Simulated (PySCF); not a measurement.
N (nitrogen, neutral) across methods

[He] 2s2 2p3, high-spin 4S determinant. Calculation: PySCF 2.14, in def2-TZVPPD; no relativity, point nucleus.

```
 method  E (hartree)  mean ε 2s α (eV)  mean ε 2s β (eV)  mean ε 2p α (eV)  Σ⟨r²⟩ (bohr²)   ⟨S²⟩
    LDA     -54.1330           -19.566           -15.216            -8.354          12.51  3.753
    PBE     -54.5322           -19.781           -15.197            -8.234          12.41  3.753
  B3LYP     -54.6040           -22.091           -16.769            -9.735          12.33  3.754
   PW91     -54.5750           -19.816           -15.221            -8.303          12.39  3.753
 PBEsol     -54.3236           -19.643           -15.059            -8.198          12.44  3.753
    UHF    -54.40277           -31.634           -19.738           -15.530          12.06  3.758
   PBE0     -54.5439           -22.874           -16.755           -10.176          12.26  3.753
 r2SCAN     -54.5811           -21.319           -15.165            -8.860          12.23  3.755
wB97M-V     -54.5927           -25.103           -19.839           -12.489          12.40  3.753
```
